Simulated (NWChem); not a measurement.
System meant: CH₄CrFNO; SMILES [CH3][Cr](=[NH])(=[O])[F]

NWChem input:

```
start job
memory heap 200 mb stack 900 mb global 1100 mb
geometry units angstroms noautoz
  Cr     0.063671    -0.055359    -0.034175
  O      0.740437     0.559687     1.223781
  N      0.979907     0.189495    -1.349716
  H      1.875590     0.679313    -1.517776
  F     -0.442789    -1.690572     0.119054
  C     -1.517752     1.104992    -0.368487
  H     -1.221284     2.159342    -0.515022
  H     -2.166209     0.990405     0.523098
  H     -1.991568     0.698805    -1.283949
end
basis spherical
  Cr library def2-svp
  O library def2-svp
  N library def2-svp
  H library def2-svp
  F library def2-svp
  C library def2-svp
end
dft
  xc xpbe96 cpbe96
  iterations 4
  mulliken
end
task dft energy
```

End of the output:

```
    Atom       Charge   Shell Charges
 -----------   ------   -------------------------------------------------------
    1 Cr  24    22.82   2.00  2.00  1.89  0.27  0.08  5.99  5.83  0.96  2.11  1.67  0.03
    2 O    8     8.58   1.98  1.00  0.68  3.03  1.88  0.02
    3 N    7     7.50   1.97  0.84  0.51  2.46  1.69  0.03
    4 H    1     0.90   0.56  0.20  0.13
    5 F    9     9.05   1.98  1.00  0.78  3.07  2.22  0.00
    6 C    6     6.35   1.97  0.62  0.33  2.02  1.37  0.04
    7 H    1     0.94   0.61  0.25  0.08
    8 H    1     0.93   0.60  0.25  0.08
    9 H    1     0.93   0.60  0.25  0.08

 center of mass
 --------------
 x =   0.03942644 y =  -0.11559588 z =   0.02748430

 moments of inertia (a.u.)
 ------------------
         488.833523239698           0.000000000000          -0.000000000004
           0.000000000000         436.700771978171          -0.000000000006
          -0.000000000004          -0.000000000006         532.828901923067

     Multipole analysis of the density
     ---------------------------------

     L   x y z        total         alpha         beta         nuclear
     -   - - -        -----         -----         ----         -------
     0   0 0 0     -0.000000    -29.000000    -29.000000     58.000000

     1   1 0 0     -1.051174     -0.525587     -0.525587      0.000000
     1   0 1 0     -0.485239     -0.242619     -0.242619     -0.000000
     1   0 0 1     -0.443625     -0.221813     -0.221813      0.000000

     2   2 0 0    -29.067156    -84.866606    -84.866606    140.666057
     2   1 1 0      0.033273      5.627748      5.627748    -11.222224
     2   1 0 1     -2.561416      0.815324      0.815324     -4.192063
     2   0 2 0    -30.053485    -93.596624    -93.596624    157.139763
     2   0 1 1     -1.179584      0.666273      0.666273     -2.512130
     2   0 0 2    -36.341329    -70.493336    -70.493336    104.645343

 ------------------------------------------------------------------------
 dft energy failed                                                                                  0
 ------------------------------------------------------------------------
 ------------------------------------------------------------------------
  current input line :
    27: task dft energy
 ------------------------------------------------------------------------
 ------------------------------------------------------------------------
 This type of error is most commonly associated with calculations not reaching convergence criteria
 ------------------------------------------------------------------------
 For more information see the NWChem manual at https://nwchemgit.github.io

0:dft energy failed:Received an Error in Communication
```

**Question.** Can this run be used? If not, why, and what is the fix?

**Answer.** The run did not converge; its last values are not results. Cause: the SCF was allowed too few iterations. This input runs:
```
start job
memory heap 200 mb stack 900 mb global 1100 mb
geometry units angstroms noautoz
  Cr     0.063671    -0.055359    -0.034175
  O      0.740437     0.559687     1.223781
  N      0.979907     0.189495    -1.349716
  H      1.875590     0.679313    -1.517776
  F     -0.442789    -1.690572     0.119054
  C     -1.517752     1.104992    -0.368487
  H     -1.221284     2.159342    -0.515022
  H     -2.166209     0.990405     0.523098
  H     -1.991568     0.698805    -1.283949
end
basis spherical
  * library def2-svp
end
dft
  xc xpbe96 cpbe96
  iterations 150
  mulliken
end
task dft energy
```
It converges to -1314.01850 Ha (PBE/def2-SVP).
